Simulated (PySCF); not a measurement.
C3HBr2Cl, SMILES ClC=C=C(Br)Br.

Geometry: PBE0-D3(BJ)/def2-SVP. This is a generated structure with no PubChem entry under its InChIKey; it may be hypothetical.

The numbers are results of PySCF 2.14.0 with PBE0-D3(BJ)/def2-SVP, not measurements.

Frequencies are harmonic and unscaled.

```tsv
mode	ν (cm⁻¹)	IR (km/mol)	moving atoms (share of kinetic energy)
1	63	0.0	Br 57 %, Cl 35 %
2	90	0.1	Cl 50 %, C 35 %, Br 15 %
3	174	0.2	Br 76 %, C 21 %
4	218	1.1	C 63 %, H 19 %, Br 11 %
5	318	2.0	C 45 %, Br 31 %, Cl 22 %
6	424	6.9	C 84 %, Br 13 %
7	465	1.8	C 80 %, Br 12 %, H 8 %
8	563	29.8	C 85 %, Cl 12 %
9	793	125.3	C 74 %, Cl 20 %
10	798	185.8	C 88 %
11	814	1.3	H 64 %, C 36 %
12	1183	16.9	H 75 %, C 24 %
13	1358	12.3	C 82 %, H 18 %
14	2078	207.6	C 99 %
15	3206	3.6	H 91 %, C 9 %
```
